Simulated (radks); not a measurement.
Task: All-electron atom: Hf66+ in [He] 2s2 2p1 7f1 (not the ground configuration). Method: scalar-relativistic Kohn-Sham, PBE, spin-unpolarised, spherical densities, point nucleus; computed with a radial shooting solver on a logarithmic mesh with Libxc functionals. Some entries of the table are withheld. Estimate them.

| orbital | occ. | eigenvalue (eV) | r(max) (bohr) |
|---|---|---|---|
| 1s | 2 | -72946.66 | 0.01188 |
| 2s | 2 | (1) | 0.06639 |
| 2p | 1 | (2) | (3) |
| 7f | 1 | (4) | 1.115 |

Result: 
(1) 2s eigenvalue (eV): -17749.79
(2) 2p eigenvalue (eV): -16546.60
(3) 2p r(max) (bohr): 0.05376
(4) 7f eigenvalue (eV): -1249.129
